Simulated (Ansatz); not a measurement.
Start from `F[CH2][ZnH]` and change one atom or group to get `FCCl`.

Ansatz, PBE0-D4/def2-TZVP geometries, multiplicity 1. 

Scalar relativity is left out up to krypton.

```tsv
property	`F[CH2][ZnH]`
zero-point energy (PBE0-D4/def2-TZVP) / kJ/mol	91.7
LUMO energy (PBE0/def2-TZVPP) / eV	-0.77
HOMO–LUMO gap (PBE/def2-TZVPP) / eV	4.56
HOMO energy (B3LYP/def2-TZVPP) / eV	-7.21
LUMO energy (PBE/def2-TZVPP) / eV	-1.54
ideal-gas entropy at 298 K and 1 bar (rigid rotor, harmonic PBE0-D4/def2-TZVP) / J/(mol·K)	288
```

**Question.** What does the change do to each property? (Best estimate.)

**Answer.** The calculation gave: 
```tsv
property	`FCCl`	shift
zero-point energy (PBE0-D4/def2-TZVP) / kJ/mol	81.8	-9.9
LUMO energy (PBE0/def2-TZVPP) / eV	0.71	1.48
HOMO–LUMO gap (PBE/def2-TZVPP) / eV	6.93	2.37
HOMO energy (B3LYP/def2-TZVPP) / eV	-8.57	-1.36
LUMO energy (PBE/def2-TZVPP) / eV	-0.41	1.13
ideal-gas entropy at 298 K and 1 bar (rigid rotor, harmonic PBE0-D4/def2-TZVP) / J/(mol·K)	264	-24
```

With PBE0 the HOMO falls by 1.43 eV and the LUMO rises by 1.48 eV, so the gap widens by about 2.91 eV. PBE moves the HOMO by -1.24 eV and ωB97M-V by -1.52 eV. The zero-point energy changes by -9.9 kJ/mol with -3 modes.

B3LYP here is the variant with VWN-RPA as its local correlation; programs differ in this.
